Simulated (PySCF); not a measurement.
Calculation: TPSSh-D3(BJ)/def2-TZVP // TPSS-D3(BJ)/def2-SVP (PySCF 2.14.0). Isolated molecules, 0 K electronic values unless said otherwise. One relaxed conformer stands for a flexible species; it need not be the lowest. 

Reference species: [Mo(F)3(OH)3] (neutral, multiplicity 1).

```yaml
HOMO: -8.99 eV
coordination_number: 6
charge on the central atom (Mulliken): 1.88 e
mean_distance_from_the_central_atom_to_its_bonded_neighbours: 1.878 Å
```

After one change: the HOMO decreases by 1.48 eV; the coordination number is nearly the same; the charge on the central atom (Mulliken) goes up by 0.18 e; the mean distance from the central atom to its bonded neighbours falls by 0.032 Å.

What was changed between the two runs? The new species is one of these.
A. [Mo(F)5(OH)]
B. [Mo(F)4(OH)2]
C. [Mo(OH)6]
D. [Mo(F)6]

A, [Mo(F)5(OH)]
